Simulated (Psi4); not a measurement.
Dimer: NH3 (SMILES N) (first 4 atoms) with Si2H6 (SMILES [SiH3][SiH3]); geometry from B3LYP-D3(BJ)/def2-TZVP, rigid monomers moved along the line of their centres of mass till N1···Si5 is 5.56 Å.
(charge 0, multiplicity 1):
```json
[
 {"atom": "N", "x (Å)": "-0.4125", "y (Å)": "0.1890", "z (Å)": "0.9608"},
 {"atom": "H", "x (Å)": "-0.3598", "y (Å)": "-0.6942", "z (Å)": "0.4668"},
 {"atom": "H", "x (Å)": "-1.3615", "y (Å)": "0.5340", "z (Å)": "0.8745"},
 {"atom": "H", "x (Å)": "0.1981", "y (Å)": "0.8436", "z (Å)": "0.4856"},
 {"atom": "Si", "x (Å)": "0.8133", "y (Å)": "-1.3724", "z (Å)": "6.1540"},
 {"atom": "Si", "x (Å)": "0.9303", "y (Å)": "0.9619", "z (Å)": "6.3101"},
 {"atom": "H", "x (Å)": "1.1016", "y (Å)": "-2.0026", "z (Å)": "7.4714"},
 {"atom": "H", "x (Å)": "1.8087", "y (Å)": "-1.8996", "z (Å)": "5.1903"},
 {"atom": "H", "x (Å)": "-0.5402", "y (Å)": "-1.8171", "z (Å)": "5.7434"},
 {"atom": "H", "x (Å)": "1.2642", "y (Å)": "1.3859", "z (Å)": "7.6972"},
 {"atom": "H", "x (Å)": "-0.3670", "y (Å)": "1.5899", "z (Å)": "5.9616"},
 {"atom": "H", "x (Å)": "1.9830", "y (Å)": "1.5088", "z (Å)": "5.4205"}
]
```

Level of theory: SAPT0/jun-cc-pV(D+d)Z (Psi4).

Problem. Give the four SAPT terms and the total, and say what mostly holds the pair together.

Solution. electrostatics -15.8, exchange 0.2, induction -1.4, dispersion -4.2, total -21.2 meV; the largest attraction is electrostatics.
